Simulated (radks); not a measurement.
Values are calculated unless marked as measured or tabulated.
Spherical quantum dot in the effective-mass picture: electrons in a well V = -V0 / (1 + exp((r - R)/a)) with V0 = 12.1, R = 3.12, a = 0.14, with a point charge +1 (a donor) at the centre, all in effective atomic units (hartree* = m*/eps^2 hartree, bohr* = eps/m* bohr), one dielectric constant everywhere. Level of theory: non-relativistic Kohn-Sham, r2SCAN, spin-polarised, spherical densities, generalised Kohn-Sham scheme (a radial shooting solver with Libxc functionals). Levels are named by radial order and angular momentum (1s, 1p, 1d, 2s, ...), and open shells are averaged over m. Each electron was tried in the lowest free levels, single moves between levels near the top were tried too, and the lowest total energy was kept; such a search can miss a lower state. At N = 1 the Hartree and exchange-correlation terms need not cancel, so that row can carry a self-interaction error.

N,open shells,2S,E (hartree*),mu = E(N) - E(N-1) (hartree*),addition energy mu(N+1) - mu(N) (hartree*),rms radius (bohr*)
1,"1s(up 1, down 0)",1,-12.5334,-12.533,0.6852,1.312
2,none,0,-24.3817,-11.848,1.140,1.450
3,"1p(up 1, down 0)",1,-35.0905,-10.709,0.3784,1.664
4,"1p(up 2, down 0)",2,-45.4208,-10.330,0.4008,1.773
5,"1p(up 3, down 0)",3,-55.3504,-9.9295,0.5740,1.844
6,"1p(up 3, down 1)",2,-64.7059,-9.3555,0.3669,1.899
7,"1p(up 3, down 2)",1,-73.6945,-8.9886,0.3852,1.942
8,none,0,-82.2979,-8.6034,0.9829,1.977
9,"1d(up 1, down 0)",1,-89.9184,-7.6205,0.3685,2.020
10,"1d(up 2, down 0)",2,-97.1704,-7.2519,0.3736,2.056
11,"1d(up 3, down 0)",3,-104.049,-6.8783,0.3760,2.086
12,"1d(up 4, down 0)",4,-110.551,-6.5023,0.3770,2.112
13,"1d(up 5, down 0)",5,-116.676,-6.1253,0.5308,2.135
14,"1d(up 5, down 1)",4,-122.271,-5.5945,0.3570,2.156
15,"1d(up 5, down 2)",3,-127.508,-5.2375,0.3626,2.175
16,"1d(up 5, down 3)",2,-132.383,-4.8750,0.3659,2.193
17,"1d(up 5, down 4)",1,-136.892,-4.5090,0.3680,2.209
18,none,0,-141.033,-4.1410,0.6896,2.224
19,"2s(up 1, down 0)",1,-144.485,-3.4514,0.6613,2.219
20,none,0,-147.275,-2.7901,0.4590,2.213
21,"1f(up 1, down 0)",1,-149.606,-2.3312,0.3565,2.229
22,"1f(up 2, down 0)",2,-151.581,-1.9747,-,2.244

All shells are closed at N = 2, 8, 18, 20 (there: 1s2 1p6 1d10 2s2); the second difference of the energy has clear peaks (12 % above both neighbours; the first and last values, which can be the largest, are not judged, and half-filled shells can peak too) at N = 2, 5, 8, 13.
